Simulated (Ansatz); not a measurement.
Species: H₆Al₂S₂, SMILES `[SH+]1[AlH2-][SH+][AlH2-]1` with one electron removed (charge 1, multiplicity 2), formula H$_{6}$Al$_{2}$S$_{2}$.

Question: How many basis functions does frozen-core CCSD(T)/def2-TZVPP // CAM-B3LYP-D3(BJ)/def2-SVP (Ansatz, an electronic-structure program) use, how many core orbitals are frozen, and how many electrons are correlated?

Answer: 252 basis functions and 20 frozen orbitals, which leaves 23 correlated electrons. Core time is of the order of hours.
